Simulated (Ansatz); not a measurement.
Relaxation of C₂H₅BBrFO (11 atoms, charge 0, multiplicity 1), to a largest force component of 0.02 eV/Å in at most 50 steps.

Theory: Ansatz, RKS PBE0-D4/def2-SVP.

```xyz
11
Properties=species:S:1:pos:R:3:forces:R:3
C -1.562 -0.173 0.588 -0.73 3.38 0.45
B -0.053 0.166 0.597 1.00 0.22 0.35
Br 0.767 0.846 2.272 -0.40 -0.38 -1.10
C 0.895 -0.079 -0.717 -2.59 -0.20 1.27
O 2.167 0.201 -0.481 1.14 0.53 0.16
F 0.348 0.729 -1.738 0.31 -0.53 0.26
H -2.026 0.100 1.572 0.20 -0.29 -0.65
H -2.060 0.523 -0.200 0.67 -1.19 0.89
H -1.777 -1.180 0.377 -0.40 -1.78 -0.66
H 0.717 -1.157 -0.979 0.10 0.38 -0.53
H 2.649 -0.032 -1.269 0.70 -0.14 -0.46
```

**Question.** Where does it end, and by what steps?

**Answer.** The forces met the threshold. The force dipped under the threshold on the way, but the program's further checks kept it going. After 44 steps the energy has fallen by 0.390 eV; F6 moved furthest, 1.92 Å.

```tsv
step	energy less start (eV)	largest force component (eV/Å)	accepted
0	0.0000	3.378	yes
2	-0.3109	0.105	yes
4	-0.3146	0.076	yes
6	-0.3167	0.485	no
8	-0.3309	0.131	yes
10	-0.3431	0.235	yes
12	-0.3549	0.068	yes
14	-0.3577	0.405	no
16	-0.3638	0.219	yes
18	-0.3668	0.149	yes
20	-0.3668	0.355	no
22	-0.3704	0.037	yes
24	-0.3736	0.187	yes
26	-0.3762	0.223	yes
28	-0.3803	0.053	yes
30	-0.3782	0.509	no
32	-0.3857	0.052	yes
34	-0.3858	0.071	yes
36	-0.3876	0.084	yes
38	-0.3888	0.067	yes
40	-0.3894	0.025	yes
42	-0.3897	0.016	yes
44	-0.3897	0.011	yes
```

```xyz
11
Properties=species:S:1:pos:R:3
C -1.466 0.285 0.520
B -0.015 -0.213 0.733
Br 0.714 -0.556 2.468
C 0.959 -0.406 -0.522
O 1.204 0.860 -1.000
F 0.296 -1.169 -1.477
H -2.069 0.392 1.430
H -1.402 1.258 0.000
H -1.974 -0.385 -0.194
H 1.893 -0.954 -0.299
H 1.927 0.832 -1.638
```

Run time: 2.7 min on 2 threads of Intel(R) Xeon(R) Platinum 8488C (Sapphire Rapids), with other jobs on the host, peak memory 0.37 GiB.
